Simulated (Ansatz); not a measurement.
Method: frozen-core CCSD(T)/cc-pVTZ // B3LYP-D3(BJ)/def2-TZVP (Ansatz, a program for electronic structure).

Ansatz 0.2 input:
```yaml
crystal:
  periodic: [false, false, false]
  atoms:
    - { symbol: C, position_ang: [1.44704, 0.326053, -0.38883] }
    - { symbol: C, position_ang: [0.0, 0.0, 0.0] }
    - { symbol: C, position_ang: [-0.873696, -0.028853, -1.25986] }
    - { symbol: C, position_ang: [-0.048343, -1.37006, 0.687041] }
    - { symbol: C, position_ang: [-0.525002, 1.072859, 0.96165] }
    - { symbol: H, position_ang: [1.510495, 1.299149, -0.881378] }
    - { symbol: H, position_ang: [1.846745, -0.424162, -1.075095] }
    - { symbol: H, position_ang: [2.092724, 0.353021, 0.492028] }
    - { symbol: H, position_ang: [-1.912205, -0.259446, -1.011123] }
    - { symbol: H, position_ang: [-0.857316, 0.937044, -1.770075] }
    - { symbol: H, position_ang: [-0.521065, -0.786267, -1.963793] }
    - { symbol: H, position_ang: [0.567008, -1.377496, 1.589722] }
    - { symbol: H, position_ang: [0.32103, -2.154678, 0.0226] }
    - { symbol: H, position_ang: [-1.070111, -1.627859, 0.97527] }
    - { symbol: H, position_ang: [-0.501549, 2.061104, 0.496496] }
    - { symbol: H, position_ang: [0.08068, 1.114975, 1.869901] }
    - { symbol: H, position_ang: [-1.556439, 0.864613, 1.255449] }
basis:
  gaussian: { orbitals: cc-pVTZ }
correlation:
  method: ccsd_t
```

Output:

```
Functional definition: HF
1780 factors; integrals over basis functions are off by at most 8.1e-4 eV
mean field evaluation 1: about -5339.5348 eV, gradient 4.1e1 eV
mean field evaluation 2: about -5339.7672 eV, gradient 4.1e1 eV
mean field evaluation 4: about -5344.3447 eV, gradient 4.6e0 eV
mean field evaluation 8: about -5344.4136 eV, gradient 1.8e-1 eV
mean field evaluation 16: about -5343.4460 eV, gradient 1.7e1 eV
mean field -5344.41372543 eV, -196.4035818358 hartree, gradient 1.3e-6 eV, S^2 0.000000; 0 other end points of the search recorded, 0 dependent functions left out
5 core orbitals not correlated
reference -5344.41372543 eV, -196.4035818358 hartree; 16, 16 occupied and 297, 297 virtual orbitals, 1780 factors
second order -24.48490993 eV of doubles, -0.00000000 eV of singles
cycle   1  -25.41682641 eV  change   -9.3e-1 eV  update   9.1e-2
cycle   2  -26.01173888 eV  change   -5.9e-1 eV  update   2.5e-2
cycle   3  -26.08991502 eV  change   -7.8e-2 eV  update   8.8e-3
cycle   4  -26.08870503 eV  change    1.2e-3 eV  update   1.9e-3
cycle   5  -26.08942326 eV  change   -7.2e-4 eV  update   5.4e-4
cycle   6  -26.08960670 eV  change   -1.8e-4 eV  update   1.4e-4
cycle   7  -26.08960691 eV  change   -2.1e-7 eV  update   3.6e-5
perturbative correction -1.00935911 eV, -0.0370932631 hartree
Total energy: -5371.51269145 eV, -197.3994504686 hartree
```

Cost: around 3 core-minutes (rough).
